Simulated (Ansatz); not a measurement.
# Which method gave which barrier?

Saddle point of CH₇NSn, singlet (CH₇NSn ([CH3][SnH2][NH2]) → SnNH₃ ([NH][SnH2]) + CH₄; bonds formed: C2–H4; bonds broken: Sn1–C2, N3–H4), PBE0-D4/def2-TZVP structure:

Sn1  (-1.069, -0.049, 0.641)
C2  (1.251, -0.067, -0.095)
N3  (-1.226, -0.145, -1.312)
H4  (0.197, 0.007, -0.904)
H5  (-1.171, 1.335, 1.665)
H6  (-1.011, -1.450, 1.634)
H7  (1.835, 0.677, -0.644)
H8  (1.686, -1.060, -0.209)
H9  (1.377, 0.230, 0.962)
H10  (-1.869, 0.521, -1.739)
(Å)

Computed with Ansatz 0.2.0 (basis: def2-TZVPP, with def2-QZVPP for the basis limit); correlated methods freeze the cores. Filled d shells of the heavier atoms are correlated. Core potentials replace the inner electrons of the atoms past krypton. The def2 sets are not built for correlating such inner shells, so the correlated values are less sure here. Extrapolation: Hartree–Fock as exp(−7.88 √X), correlation as X^−2.97. Four methods, as single points on the PBE0-D4 structures, gave these electronic barriers from the start structure: 72.81, 82.13, 85.43, 101.42 kcal/mol.

Problem. The methods were, in alphabetical order, CCSD(T), HF, PBE0-D4, SPW92. Which gave which? (Judge from chemistry; the calculation decides.)

Solution. Computed: SPW92 72.81; PBE0-D4 82.13; CCSD(T) 85.43; HF 101.42 kcal/mol. For comparison, CCSD(T) at an estimated basis limit (MP2 extrapolated from triple and quadruple zeta, plus CCSD(T) − MP2 in triple zeta) gives 83.50 kcal/mol.

T1 diagnostic: at most 0.022. The restricted Hartree–Fock reference is unstable towards an unrestricted one at one or more of these structures.

Labels in which every atom is bracketed show which atoms are joined, not bond orders.

For scale, one of the runs: CCSD(T)/def2-TZVPP, 210 basis functions, launched by `ansatz run in.yaml --threads 4 --pin off --events-out ev --progress --plain --max-ram 9574MiB`. Time: 85 s of wall clock on 4 CPU threads of an Arm Neoverse V1; the host was shared. Peak host memory: 3.2 GiB.
